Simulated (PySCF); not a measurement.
Vertical excitations of a molecule C₂H₆GeO₂ from TDA-M06-2X/def2-SVPD in PySCF, as energy in eV (oscillator strength): 6.20 (0.020), 6.56 (0.062), 6.95 (0.023), 7.18 (0.061), 7.33 (0.011), 7.34 (0.447), 7.86 (0.031), 7.89 (0.011), 8.13 (0.003), 8.39 (0.010). Lowest triplet (TDA): 4.49 eV. Geometry optimised at r2SCAN-D4/def2-SVP. The values are those of a single conformer.

**Question.** Pick the molecule that these values belong to.
A. O=C(O)[CH2][GeH3]
B. C=C[O][GeH2][OH]
C. [CH3][GeH2][O]C=O
D. [GeH3][CH]1OCO1

**Answer.** B, C=C[O][GeH2][OH]
